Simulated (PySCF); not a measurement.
**Sc²⁺ (scandium, charge +2) across methods**

[Ar] 4s1, 2S determinant (an excited configuration). All numbers are calculated (PySCF 2.14, the spin-free X2C one-electron Hamiltonian (Gaussian nucleus), in x2c-QZVPPall (11s7p5d3f2g, 96 functions)).

```csv
method,E (hartree),mean ε 3p α (eV),mean ε 3p β (eV),mean ε 4s α (eV),Σ⟨r²⟩ (bohr²),⟨S²⟩
wB97M-V,-763.304,-59.958,-59.794,-21.095,22.64,0.750
PBE,-763.125,-54.925,-54.714,-18.470,22.44,0.750
LC-wPBE,-763.192,-60.354,-60.183,-21.394,22.49,0.750
r2SCAN,-763.307,-55.800,-55.646,-18.552,22.58,0.750
UHF,-762.54095,-64.012,-63.821,-20.956,22.92,0.750
PBE0,-763.168,-57.517,-57.314,-19.207,22.49,0.750
PBEsol,-762.208,-54.830,-54.635,-18.500,22.41,0.750
LDA,-761.360,-54.933,-54.753,-18.687,22.33,0.750
```

Task: Estimate the same row for BP86.

Result: E (hartree) = -763.436; mean ε 3p α (eV) = -54.994; mean ε 3p β (eV) = -54.814; mean ε 4s α (eV) = -18.662; Σ⟨r²⟩ (bohr²) = 22.34; ⟨S²⟩ = 0.750.
